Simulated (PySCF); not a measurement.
# ORD: `C[C@H]1O[S@](=O)O[C@@H]1F`, C3H5FO3S

Geometry:
```csv
atom,x (Å),y (Å),z (Å)
C1,1.382,-0.710,-0.252
C2,0.346,-0.208,0.747
O3,0.379,1.187,0.873
S4,-0.555,1.965,-0.262
O5,-1.328,2.950,0.408
O6,-1.463,0.524,-0.539
C7,-1.086,-0.510,0.256
F8,-1.927,-0.607,1.343
H9,2.362,-0.328,0.022
H10,1.412,-1.796,-0.246
H11,1.136,-0.364,-1.254
H12,0.509,-0.637,1.740
H13,-1.172,-1.467,-0.275
```

Method used: PySCF, TDDFT B3LYP/def2-SVPD circular dichroism and optical rotation, one conformer, gas phase. Geometry: GFN2-xTB.

States above about 8.2 eV (minus the energy of the highest occupied orbital) lie near or above the ionisation threshold and depend on the basis.

Stereocentres: C2 R, S4 S, C7 R.

(1) What is the specific rotation at 633, 589.3, 546, 436, 405, 365, 355 nm?

(2) And for the mirror image at 589.3 nm?

(3) What is the molar rotation [Φ] = [α]·M/100 of the geometry above at 589.3 nm?

Answers

(1) [α] in deg dm⁻¹ (g/mL)⁻¹:
| λ (nm) | origin-invariant length gauge | modified velocity gauge | length gauge (centre of mass) | isotropic polarisability (au) |
| --- | --- | --- | --- | --- |
| 633 | +82.3 | +82.9 | +83.4 | 67.5 |
| 589.3 | +96.2 | +96.9 | +97.4 | 67.7 |
| 546 | +113.8 | +114.6 | +115.2 | 67.9 |
| 436 | +190.7 | +192.2 | +192.7 | 69.0 |
| 405 | +227.8 | +229.7 | +230.0 | 69.5 |
| 365 | +296.2 | +298.9 | +298.6 | 70.4 |
| 355 | +318.5 | +321.6 | +321.0 | 70.7 |

(2) -96.2 deg dm⁻¹ (g/mL)⁻¹ (origin-invariant length gauge): the same size and the opposite sign.

(3) With M = 140.13 g/mol, +134.8 deg cm² dmol⁻¹ (origin-invariant length gauge).

The first excitation lies at 5.82 eV (213 nm) with R = +0.9 × 10⁻⁴⁰ esu² cm² (velocity form).
